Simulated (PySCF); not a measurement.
Cl2, charge +1, doublet, at a GFN2-xTB geometry (a state made from the parent by changing its charge; the spin is typed, not shown lowest); PBE0/cc-pVTZ (PySCF).

The PySCF input:
```python
from pyscf import gto, scf, dft

mol = gto.M(
    atom='''
Cl   -0.000000   -0.000000   -0.980432
Cl    0.000000    0.000000    0.980432
''',
    basis='cc-pvtz',
    charge=1,
    spin=1,
    verbose=4,
)

mf = dft.UKS(mol)
mf.xc = 'pbe0'
mf.kernel()
```

Question: Predict the main parts of the log of this PySCF run.

Answer: 
```
PySCF version 2.14.0

[INPUT] verbose = 4
[INPUT] num. atoms = 2
[INPUT] num. electrons = 33
[INPUT] charge = 1
[INPUT] spin (= nelec alpha-beta = 2S) = 1
[INPUT] symmetry False subgroup None
[INPUT] Mole.unit = angstrom
[INPUT] Symbol           X                Y                Z      unit          X                Y                Z       unit  Magmom
[INPUT]  1 Cl     0.000000000000   0.000000000000  -0.980432000000 AA    0.000000000000   0.000000000000  -1.852747963760 Bohr   0.0
[INPUT]  2 Cl     0.000000000000   0.000000000000   0.980432000000 AA    0.000000000000   0.000000000000   1.852747963760 Bohr   0.0

nuclear repulsion = 77.9922595120722
number of shells = 18
number of NR pGTOs = 118
number of NR cGTOs = 68
basis = cc-pvtz
ecp = {}

******** <class 'pyscf.dft.uks.UKS'> ********
method = UKS
initial guess = minao
damping factor = 0
level_shift factor = 0
DIIS = <class 'pyscf.scf.diis.CDIIS'>
diis_start_cycle = 1
diis_space = 8
diis_damp = 0
SCF conv_tol = 1e-09
SCF conv_tol_grad = None
SCF max_cycles = 50
direct_scf = True
direct_scf_tol = 1e-13
number electrons alpha = 17  beta = 16
XC library pyscf.dft.libxc version 7.1.2
    S. Lehtola, C. Steigemann, M. J. T. Oliveira, and M. A. L. Marques,  SoftwareX 7, 1–5 (2018)
XC functionals = pbe0
    C. Adamo and V. Barone,  J. Chem. Phys. 110, 6158 (1999)
    M. Ernzerhof and G. E. Scuseria,  J. Chem. Phys. 110, 5029 (1999)
radial grids:
    Treutler-Ahlrichs [JCP 102, 346 (1995); DOI:10.1063/1.469408] (M4) radial grids

becke partition: Becke, JCP 88, 2547 (1988); DOI:10.1063/1.454033
pruning grids: <function nwchem_prune>
grids dens level: 3
symmetrized grids: False
atomic radii adjust function: <function treutler_atomic_radii_adjust>
small_rho_cutoff = 0
Set gradient conv threshold to 3.16228e-05
tot grids = 37760
init E= -920.275181421106

cycle= 1 E= -919.646807721375  delta_E= 0.628  |g|= 0.253  |ddm|= 0.948
cycle= 2 E= -919.668003262625  delta_E= -0.0212  |g|= 0.188  |ddm|= 0.38
cycle= 3 E= -919.683411267082  delta_E= -0.0154  |g|= 0.0272  |ddm|= 0.119
cycle= 4 E= -919.683747915165  delta_E= -0.000337  |g|= 0.00818  |ddm|= 0.0209
cycle= 5 E= -919.683781953833  delta_E= -3.4e-05  |g|= 0.00106  |ddm|= 0.00526
cycle= 6 E= -919.68378283923  delta_E= -8.85e-07  |g|= 0.000106  |ddm|= 0.00103
cycle= 7 E= -919.683782851673  delta_E= -1.24e-08  |g|= 1.28e-05  |ddm|= 0.000122
cycle= 8 E= -919.683782851861  delta_E= -1.88e-10  |g|= 1.88e-06  |ddm|= 1.55e-05
Extra cycle  E= -919.683782851863  delta_E= -1.71e-12  |g|= 1.03e-06  |ddm|= 2.12e-06
converged SCF energy = -919.683782851863  <S^2> = 0.75459822  2S+1 = 2.0045929
```
